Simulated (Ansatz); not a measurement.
Steps of a relaxation of H$_{6}$S$_{2}$Si$_{2}$ (`[SiH3]SS[SiH3]`) with RKS PBE-D4/def2-SVP.

```sh
$ ansatz run in.yaml --threads 4 --pin off --events-out ev --progress --plain --max-ram 10444MiB
```

```yaml
crystal:
  periodic: [false, false, false]
  atoms:
    - {symbol: Si, position_ang: [-1.090700, 1.675600, 0.262900]}
    - {symbol: S, position_ang: [0.972700, 1.348600, 0.436500]}
    - {symbol: S, position_ang: [0.928700, -0.495000, 1.334200]}
    - {symbol: Si, position_ang: [1.069300, -1.779300, -0.379600]}
    - {symbol: H, position_ang: [-1.760000, 1.763600, 1.580300]}
    - {symbol: H, position_ang: [-1.754900, 0.646000, -0.549500]}
    - {symbol: H, position_ang: [-1.315900, 3.017200, -0.442800]}
    - {symbol: H, position_ang: [-0.148500, -1.480900, -1.233300]}
    - {symbol: H, position_ang: [0.938800, -3.184700, 0.121800]}
    - {symbol: H, position_ang: [2.243500, -1.562200, -1.127600]}
basis:
  gaussian: {orbitals: def2-SVP}
hamiltonian: {xc: pbe, dispersion: d4}
relax: {f_tol: 0.03, max_steps: 200}
```

Positions (Å) and forces (eV/Å) along the path, 4 of 4 steps:

```xyz
10
step=1 energy=-37495.0085 eV
Si   -1.091    1.676    0.263   -1.176    0.987   -0.338
S     0.973    1.349    0.436    1.286    0.976   -0.590
S     0.929   -0.495    1.334    0.038   -0.932    1.180
Si    1.069   -1.779   -0.380   -2.114   -0.247    0.315
H    -1.760    1.764    1.580   -0.116   -0.047    0.414
H    -1.755    0.646   -0.549   -0.200   -0.509   -0.307
H    -1.316    3.017   -0.443    0.266   -0.317    0.175
H    -0.148   -1.481   -1.233    0.222   -0.081   -0.012
H     0.939   -3.185    0.122    0.132   -0.074    0.113
H     2.244   -1.562   -1.128    1.661    0.246   -0.950
10
step=2 energy=-37495.2357 eV
Si   -1.125    1.668    0.256   -0.046    0.355   -0.068
S     1.008    1.366    0.403    0.182    0.188   -0.077
S     0.936   -0.507    1.397   -0.056   -0.198   -0.029
Si    1.001   -1.740   -0.395   -0.534   -0.172    0.372
H    -1.756    1.732    1.614   -0.026    0.006    0.048
H    -1.764    0.585   -0.552   -0.061   -0.092   -0.075
H    -1.243    3.005   -0.449   -0.055   -0.172    0.078
H    -0.171   -1.490   -1.314    0.088    0.028    0.130
H     0.937   -3.134    0.166   -0.004   -0.045   -0.079
H     2.260   -1.536   -1.124    0.510    0.101   -0.300
10
step=3 energy=-37495.2563 eV
Si   -1.140    1.710    0.258   -0.003   -0.037    0.011
S     1.004    1.385    0.400    0.028   -0.100   -0.015
S     0.932   -0.518    1.381   -0.043    0.045    0.032
Si    1.018   -1.785   -0.385   -0.032    0.061   -0.002
H    -1.769    1.769    1.621    0.008    0.005   -0.007
H    -1.780    0.618   -0.552   -0.008    0.009    0.004
H    -1.285    3.034   -0.443    0.004   -0.010    0.008
H    -0.154   -1.505   -1.283    0.019   -0.014   -0.006
H     0.954   -3.199    0.133   -0.001    0.049    0.011
H     2.301   -1.561   -1.128    0.027   -0.007   -0.036
10
step=4 energy=-37495.2598 eV
Si   -1.139    1.703    0.257   -0.002    0.000   -0.015
S     1.004    1.358    0.367    0.007   -0.008    0.013
S     0.901   -0.520    1.388    0.001    0.014   -0.004
Si    1.020   -1.775   -0.382   -0.013   -0.005   -0.001
H    -1.742    1.769    1.630    0.008    0.003    0.004
H    -1.805    0.619   -0.542   -0.004    0.000    0.005
H    -1.282    3.030   -0.440   -0.002   -0.010    0.002
H    -0.139   -1.498   -1.298    0.003   -0.003   -0.004
H     0.952   -3.187    0.136    0.001    0.008   -0.006
H     2.312   -1.551   -1.113    0.003    0.002    0.007
```

Run time 3.1 s (4 threads of an Intel Xeon 6975P-C on a shared host); peak host memory 0.16 GiB.
